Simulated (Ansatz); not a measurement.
Cost and result for the atomization energy of FH6NSi2Zn, SMILES `[F][Zn][N]([SiH3])[SiH3]` (11 atoms, 10 bonds).

```xyz
11

F    -3.179    0.532    1.991
Zn   -1.718    0.287    1.076
N    -0.197    0.033    0.123
Si    0.952   -1.116    0.709
Si    0.027    0.952   -1.322
H     1.182   -2.213   -0.272
H     2.268   -0.481    0.996
H     0.423   -1.707    1.970
H    -1.162    1.832   -1.506
H     0.159    0.074   -2.517
H     1.244    1.806   -1.249
```

The species carries charge 0 and has multiplicity 1. For Zn the d shell is correlated and the shells below it are frozen. Scalar relativity is left out up to krypton. All single points use the PBE0-D4/def2-TZVP geometry. It is one conformer, not always the lowest. Program: Ansatz. All runs use 4 threads of an Intel Xeon 6975P-C on a shared host. Times are those of one run each, without the atoms' runs, and a repeat can differ threefold. Electronic energies, without spin–orbit coupling; frozen cores. CCSD(T)/CBS adds CCSD(T) − MP2 in def2-TZVPP to the MP2 limit, and its time is that of the two runs behind it. T1 = 0.016. With those shells the extrapolation isn't a true limit. B3LYP takes the VWN-RPA correlation (the form of Gaussian; ORCA's B3LYP/G). HSE06 is the plane-wave form, built on full-range PBE exchange.

CCSD(T)/CBS is a level of theory with its own doubt, some kJ/mol a heavy atom from the limit and from the frozen cores, so smaller differences don't rank the functionals.

```csv
level,functions,wall time
LDA (SPW92)/def2-TZVPP,294,1.1 s
revPBE-D4/def2-TZVPP,294,1.6 s
BLYP-D4/def2-TZVPP,294,1.7 s
PBE-D4/def2-TZVPP (with forces),294,2.1 s
BHLYP-D4/def2-TZVPP,294,3.3 s
r2SCAN-D4/def2-TZVPP (with forces),294,3.4 s
HSE06-D4/def2-TZVPP,294,3.5 s
r2SCANh-D4/def2-TZVPP,294,4.8 s
CCSD(T)/def2-SVP,125,5 s
B3LYP-D4/def2-TZVPP (with forces),294,5 s
MP2/def2-QZVPP,534,19 s
CCSD(T)/def2-TZVPP,294,96 s
CCSD(T)/CBS(def2),–,110 s
```

Problem. What atomization energy does each give, and how far from CCSD(T)/CBS? (An estimate is asked.)

Solution. The calculation gave: 
```tsv
level	atomization (kcal/mol)	difference from CCSD(T)/CBS	per bond
LDA (SPW92)/def2-TZVPP	881.3	91.2	9.1
revPBE-D4/def2-TZVPP	764.7	-25.4	-2.5
BLYP-D4/def2-TZVPP	775.9	-14.2	-1.4
PBE-D4/def2-TZVPP (with forces)	780.9	-9.2	-0.9
BHLYP-D4/def2-TZVPP	766.8	-23.3	-2.3
r2SCAN-D4/def2-TZVPP (with forces)	785.4	-4.7	-0.5
HSE06-D4/def2-TZVPP	773.2	-16.9	-1.7
r2SCANh-D4/def2-TZVPP	780.5	-9.6	-1.0
CCSD(T)/def2-SVP	725.7	-64.4	-6.4
B3LYP-D4/def2-TZVPP (with forces)	780.9	-9.2	-0.9
MP2/def2-QZVPP	791.7	1.6	0.2
CCSD(T)/def2-TZVPP	764.8	-25.3	-2.5
CCSD(T)/CBS(def2)	790.1	0.0	0.0
```

Leaving LDA and LC-ωPBE aside and taking each functional with its dispersion term where it has one, the values, not all of them listed here, spread over 30.9 kcal/mol, from revPBE-D4 to ωB97X-V. LDA lies +107.0 kcal/mol from PBE without D4, its usual overbinding. The D4 term adds +10.7 kcal/mol with B3LYP and +5.6 kcal/mol with PBE0; it sums over pairs of atoms, weighted by their polarisabilities, and B3LYP, whose exchange is more repulsive, gets the larger term. From PBE to PBE0 (25 % exact exchange), in def2-TZVPP and without D4, the atomization energy moves by −7.2 kcal/mol: exact exchange takes away binding that semilocal exchange gives to molecules.
